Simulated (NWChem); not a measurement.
System: CH3FGe, singlet; SMILES [CH3][Ge][F]

Here is an NWChem input.

```
start job
memory heap 200 mb stack 900 mb global 1100 mb
geometry units angstroms noautoz
  Ge     0.444339     0.068653     0.000000
  F     -0.850758     1.267490     0.000000
  C     -0.768104    -1.501585     0.000000
  H     -0.229291    -2.460966     0.000000
  H     -1.424385    -1.451426    -0.886196
  H     -1.424385    -1.451426     0.886196
end
basis spherical
  Ge library 6-31g*
  F library 6-31g*
  C library 6-31g*
  H library 6-31g*
end
dft
  xc mn15
  grid xcoarse
  iterations 150
  mulliken
end
task dft gradient
```

Parts of the log:

```
             Northwest Computational Chemistry Package (NWChem) 7.3.0
             --------------------------------------------------------

 CS  symmetry detected

                             Geometry "geometry" -> ""
                             -------------------------

 Output coordinates in angstroms (scale by  1.889725989 to convert to a.u.)

  No.       Tag          Charge          X              Y              Z
 ---- ---------------- ---------- -------------- -------------- --------------
    1 Ge                  32.0000     0.46649586     0.08588085     0.00000000
    2 F                    9.0000    -0.83333688     1.27958150     0.00000000
    3 C                    6.0000    -0.73972148    -1.48914459     0.00000000
    4 H                    1.0000    -0.19711476    -2.44638506     0.00000000
    5 H                    1.0000    -1.39619590    -1.44158403    -0.88619600
    6 H                    1.0000    -1.39619590    -1.44158403     0.88619600

 Effective nuclear repulsion energy (a.u.)     181.6015589067

      Symmetry information
      --------------------

 Group name             Cs
 Group number              2
 Group order               2
 No. of unique centers     5

                                 NWChem DFT Module
                                 -----------------

 Summary of "ao basis" -> "ao basis" (spherical)
 ------------------------------------------------------------------------------
       Tag                 Description            Shells   Functions and Types
 ---------------- ------------------------------  ------  ---------------------
 Ge                          6-31g*                 12       32   5s4p3d
 F                           6-31g*                  6       14   3s2p1d
 C                           6-31g*                  6       14   3s2p1d
 H                           6-31g*                  2        2   2s

      Symmetry analysis of basis
      --------------------------

        a'         46
        a"         20

            General Information
            -------------------
          SCF calculation type: DFT
          Wavefunction type:  closed shell.
          No. of atoms     :     6
          No. of electrons :    50
           Alpha electrons :    25
            Beta electrons :    25
          Charge           :     0
          Spin multiplicity:     1
          Use of symmetry is: on ; symmetry adaption is: on
          Maximum number of iterations: 150
          AO basis - number of functions:    66
                     number of shells:    30
          Convergence on energy requested:  1.00D-06
          Convergence on density requested:  1.00D-05
          Convergence on gradient requested:  5.00D-04

              XC Information
              --------------
                         MN15 Method XC Functional
                     Hartree-Fock (Exact) Exchange  0.440
                          MN15 Exchange Functional  1.000
                        MN15 Correlation Potential  1.000

             Grid Information
             ----------------
          Grid used for XC integration:  xcoarse
          Radial quadrature: Mura-Knowles
          Angular quadrature: Lebedev.
          Tag              B.-S. Rad. Rad. Pts. Rad. Cut. Ang. Pts.
          ---              ---------- --------- --------- ---------
          Ge                  1.25       75           7.0       194
          F                   0.50       21           9.0       194
          C                   0.70       21           7.0       194
          H                   0.35       21           8.0       194
          Grid pruning is: on
          Number of quadrature shells:   159
          Spatial weights used:  Erf1

      Superposition of Atomic Density Guess
      -------------------------------------

 Sum of atomic energies:       -2213.54872026

      Non-variational initial energy
      ------------------------------

 Total energy =   -2214.177989
 1-e energy   =   -3446.974636
 2-e energy   =    1051.195089
 HOMO         =      -0.238317
 LUMO         =      -0.046441

      Symmetry analysis of molecular orbitals - initial
      -------------------------------------------------

  Numbering of irreducible representations:

     1 a'          2 a"

  Orbital symmetries:

     1 a'          2 a'          3 a'          4 a'          5 a"
     6 a'          7 a'          8 a'          9 a'         10 a'
    11 a"         12 a'         13 a'         14 a'         15 a"
    16 a"         17 a'         18 a'         19 a'         20 a'
    21 a"         22 a'         23 a"         24 a'         25 a'
    26 a"         27 a'         28 a'         29 a'         30 a"
    31 a'         32 a'         33 a"         34 a'         35 a'

     ---------------------------------------------
      Total Density - Mulliken Population Analysis
     ---------------------------------------------

    Atom       Charge   Shell Charges
 -----------   ------   -------------------------------------------------------
    1 Ge  32    31.01   2.00  2.00  6.00  2.00  5.99  1.45  0.88  0.44  0.18  6.90  2.96  0.22
    2 F    9     9.71   2.00  0.96  3.51  1.01  2.23  0.01
    3 C    6     7.03   2.00  0.74  2.11  0.72  1.45  0.02
    4 H    1     0.75   0.45  0.30
    5 H    1     0.75   0.45  0.30
    6 H    1     0.75   0.45  0.30

[...]

                         DFT ENERGY GRADIENTS

    atom               coordinates                        gradient
                 x          y          z           x          y          z
   1 Ge      0.881549   0.162291   0.000000    0.002060   0.001041   0.000000
   2 F      -1.574778   2.418058   0.000000   -0.000762   0.002282   0.000000
   3 C      -1.397871  -2.814075   0.000000    0.002059   0.000240   0.000000
   4 H      -0.372493  -4.622997   0.000000    0.002012  -0.003942   0.000000
   5 H      -2.638428  -2.724199  -1.674668   -0.002685   0.000190  -0.003245
   6 H      -2.638428  -2.724199   1.674668   -0.002685   0.000190   0.003245
```

Level: MN15/6-31G* (spherical d). Low-valent species are run as closed-shell singlets; no triplet was tried in these runs. Structure relaxed at the PBE0/def2-SVP level.
